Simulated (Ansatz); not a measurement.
Basis-set extrapolation for `O[SiH2]C(O)O` (PBE0-D4/def2-TZVP geometry, frozen core, the Gaussian-basis code of Ansatz). Multiplicity 1, RHF reference.

```csv
,def2-TZVPP,def2-QZVPP
HF,-555.048555,-555.070453
MP2 correlation,-1.016171,-1.096394
CCSD(T) correlation,-1.083574,not run
```

Energies in hartree. Use E(X) = E(∞) + A·exp(−7.88·√X) for Hartree–Fock and E(X) = E(∞) + B·X^(−2.97) for correlation, with X = 3 and 4, and add CCSD(T) minus MP2 of the smaller set to the MP2 limit.

Q: What is the CCSD(T) energy at the basis-set limit?

A: HF limit: -555.070453 + (-0.021898) × 0.13774 = -555.07347. MP2 limit: -1.096394 + (-0.080223) × 0.74074 = -1.15582. Higher-order term: -1.083574 − (-1.016171) = -0.06740. Total: -556.29669 hartree, 4.48 eV below CCSD(T)/def2-TZVPP.
